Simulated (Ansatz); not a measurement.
Reaction (formal exchange of groups at the Si–B bond): `OB(F)[SiH2]S` + `FCOCS` → `SCO[SiH2]S` + `OB(F)CF`

Computed with Ansatz on PBE0-D4/def2-TZVP structures; ΔE is electronic, products minus reactants. CCSD(T)/CBS adds triple-zeta CCSD(T) − MP2 to the extrapolated MP2 energy (def2 sets, frozen cores). DFT in def2-TZVPP. Each species was taken in one conformer, which may not be the lowest.

```tsv
level	ΔE (eV)
ωB97M-V	-1.73
B2PLYP	-1.72
r2SCAN	-1.68
CCSD(T)/def2-TZVPP	-1.69
```

Q: What does CCSD(T)/CBS give? (Best estimate.)

A: Ansatz gave: -1.74 eV. The listed levels differ from it by 0.01, 0.02, 0.06, 0.05 eV.

Largest T1 diagnostic among the species: 0.013.

The D4 term adds −0.07 eV with B3LYP and −0.04 eV with PBE0; it sums over pairs of atoms, weighted by their polarisabilities, and B3LYP, whose exchange is more repulsive, gets the larger term. From PBE to PBE0 (25 % exact exchange), in def2-TZVPP and without D4, ΔE moves by −0.07 eV.

B3LYP here is the variant with VWN-RPA as its local correlation; programs differ in this.
